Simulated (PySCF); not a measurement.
C₄H₅ (SMILES [CH-]1[C@@H]2C[C@H]12), charge -1, singlet, at a GFN2-xTB geometry (in this run its highest filled SCF level lies above zero, so its values depend strongly on the basis, on diffuse functions most of all); PBE-D3BJM/def2-SVP in PySCF.

Here is a job for PySCF.
```python
from pyscf import gto, scf, dft

mol = gto.M(
    atom='''
C    -0.01348128    1.18155902    0.44895058
C     0.00640291   -1.09047136    0.32460397
C     0.75400431    0.06221722   -0.26521490
C    -0.75049844    0.04972316   -0.27751056
H    -0.01520664    2.09591209   -0.26903994
H    -0.00145211   -1.21255464    1.40980063
H     0.01870869   -2.05397794   -0.20208349
H     1.39180994   -0.01229614   -1.15053042
H    -1.37242485   -0.03525157   -1.17312134
''',
    basis='def2-svp',
    charge=-1,
    verbose=4,
)

mf = dft.RKS(mol)
mf.xc = 'pbe'
mf.disp = 'd3bjm'
mf.kernel()
```

It wrote (shortened):

```
PySCF version 2.14.0

[INPUT] verbose = 4
[INPUT] num. atoms = 9
[INPUT] num. electrons = 30
[INPUT] charge = -1
[INPUT] spin (= nelec alpha-beta = 2S) = 0
[INPUT] symmetry False subgroup None
[INPUT] Mole.unit = angstrom
[INPUT] Symbol           X                Y                Z      unit          X                Y                Z       unit  Magmom
[INPUT]  1 C     -0.013481280000   1.181559020000   0.448950580000 AA   -0.025475927009   2.232822947809   0.848393639665 Bohr   0.0
[INPUT]  2 C      0.006402910000  -1.090471360000   0.324603970000 AA    0.012099746300  -2.060692217082   0.613412602247 Bohr   0.0
[INPUT]  3 C      0.754004310000   0.062217220000  -0.265214900000 AA    1.424861642642   0.117573506032  -0.501183525154 Bohr   0.0
[INPUT]  4 C     -0.750498440000   0.049723160000  -0.277510560000 AA   -1.418236508513   0.093963154448  -0.524418955075 Bohr   0.0
[INPUT]  5 H     -0.015206640000   2.095912090000  -0.269039940000 AA   -0.028736384875   3.960699831265  -0.508411803169 Bohr   0.0
[INPUT]  6 H     -0.001452110000  -1.212554640000   1.409800630000 AA   -0.002744090203  -2.291396180671   2.664137080939 Bohr   0.0
[INPUT]  7 H      0.018708690000  -2.053977940000  -0.202083490000 AA    0.035354300249  -3.881455772498  -0.381882450396 Bohr   0.0
[INPUT]  8 H      1.391809940000  -0.012296140000  -1.150530420000 AA    2.630139604047  -0.023236336989  -2.174187391781 Bohr   0.0
[INPUT]  9 H     -1.372424850000  -0.035251570000  -1.173121340000 AA   -2.593507093047  -0.066615812761  -2.216878043483 Bohr   0.0

nuclear repulsion = 107.460293519254
number of shells = 39
number of NR pGTOs = 131
number of NR cGTOs = 81
basis = def2-svp
ecp = {}

******** <class 'pyscf.dft.rks.RKS'> ********
method = RKS
initial guess = minao
damping factor = 0
level_shift factor = 0
DIIS = <class 'pyscf.scf.diis.CDIIS'>
diis_start_cycle = 1
diis_space = 8
diis_damp = 0
SCF conv_tol = 1e-09
SCF conv_tol_grad = None
SCF max_cycles = 50
direct_scf = True
direct_scf_tol = 1e-13
XC library pyscf.dft.libxc version 7.1.2
    S. Lehtola, C. Steigemann, M. J. T. Oliveira, and M. A. L. Marques,  SoftwareX 7, 1–5 (2018)
XC functionals = pbe
    J. P. Perdew, K. Burke, and M. Ernzerhof,  Phys. Rev. Lett. 77, 3865 (1996)
    J. P. Perdew, K. Burke, and M. Ernzerhof,  Phys. Rev. Lett. 78, 1396 (1997)
    J. P. Perdew, K. Burke, and M. Ernzerhof,  Phys. Rev. Lett. 77, 3865 (1996)
    J. P. Perdew, K. Burke, and M. Ernzerhof,  Phys. Rev. Lett. 78, 1396 (1997)
radial grids:
    Treutler-Ahlrichs [JCP 102, 346 (1995); DOI:10.1063/1.469408] (M4) radial grids

becke partition: Becke, JCP 88, 2547 (1988); DOI:10.1063/1.454033
pruning grids: <function nwchem_prune>
grids dens level: 3
symmetrized grids: False
atomic radii adjust function: <function treutler_atomic_radii_adjust>
small_rho_cutoff = 0
Set gradient conv threshold to 3.16228e-05
Initial guess from minao.
tot grids = 105512
Calc dispersion correction with DFTD3.
Parameters: xc=pbe, version=d3bjm, atm=False
init E= -155.326159012289
  HOMO = -0.209718877866583  LUMO = -0.0201066422378284  gap/eV = 5.15961
cycle= 1 E= -154.809915546926  delta_E= 0.516  |g|= 0.64  |ddm|= 3.33
  HOMO = 0.242221517393728  LUMO = 0.276671195815522  gap/eV = 0.93742
cycle= 2 E= -153.666967867041  delta_E= 1.14  |g|=  1.7  |ddm|=   19
  HOMO = 0.100564317380799  LUMO = 0.232865004142091  gap/eV = 3.60009
cycle= 3 E= -154.902694456863  delta_E= -1.24  |g|= 0.384  |ddm|= 18.6
  HOMO = 0.116152732375501  LUMO = 0.218836627271954  gap/eV = 2.79417
cycle= 4 E= -154.9456560865  delta_E= -0.043  |g|= 0.0992  |ddm|= 0.947
  HOMO = 0.124716227328885  LUMO = 0.216192593927416  gap/eV = 2.48920
cycle= 5 E= -154.94811132363  delta_E= -0.00246  |g|= 0.0357  |ddm|= 0.404
  HOMO = 0.126346754906725  LUMO = 0.218276274565233  gap/eV = 2.50153
cycle= 6 E= -154.948474650225  delta_E= -0.000363  |g|= 0.0052  |ddm|= 0.113
  HOMO = 0.126270755810983  LUMO = 0.2183673482847  gap/eV = 2.50608
cycle= 7 E= -154.948479618809  delta_E= -4.97e-06  |g|= 0.00297  |ddm|= 0.0175
  HOMO = 0.126290263439046  LUMO = 0.218318811573175  gap/eV = 2.50422
cycle= 8 E= -154.948481829311  delta_E= -2.21e-06  |g|= 0.000695  |ddm|= 0.00488
  HOMO = 0.126318025755962  LUMO = 0.21832959566918  gap/eV = 2.50376
cycle= 9 E= -154.948481960908  delta_E= -1.32e-07  |g|= 0.000115  |ddm|= 0.00217
  HOMO = 0.126321579696931  LUMO = 0.218326862292694  gap/eV = 2.50359
cycle= 10 E= -154.948481965042  delta_E= -4.13e-09  |g|= 2.49e-05  |ddm|= 0.000568
  HOMO = 0.126323725134893  LUMO = 0.218326832720833  gap/eV = 2.50353
cycle= 11 E= -154.948481965276  delta_E= -2.35e-10  |g|= 4.28e-06  |ddm|= 0.000135
  HOMO = 0.12632284297834  LUMO = 0.218327197105875  gap/eV = 2.50357
Extra cycle  E= -154.94848196527  delta_E= 6.08e-12  |g|= 6.37e-06  |ddm|= 5.04e-05
converged SCF energy = -154.94848196527
```
